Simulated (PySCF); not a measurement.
Correlation energy of Te (tellurium, neutral)

[Kr] 4d10 5s1 5p4 5d1, one real determinant (an excited configuration). Computed with PySCF 2.14 in aug-cc-pVDZ-PP with ECP28MDF, with a scalar-relativistic core potential. Frozen: 4s2 4p6 4d10; 6 electrons correlated.

| level | correlation energy (mhartree) |
| --- | --- |
| CCSD | -90.73 |
| (T) | -6.75 |
| CCSD(T) | -97.48 |
| CCSDT | -101.40 |

Diagnostics: T1 = 0.018, D1 = 0.0528, largest double amplitude 0.284.

Question: Is a single reference adequate?

Answer: Not fully. The real determinant used has ⟨L²⟩ near 8 against 12 for a pure F term, so it mixes terms. The outer electron is Rydberg-like, and this basis confines it to a smaller radius and binds it less than a complete one would. A double-excitation amplitude exceeds 0.15, a sign of near-degeneracy.

The reference is one real determinant that mixes LS terms of this configuration.
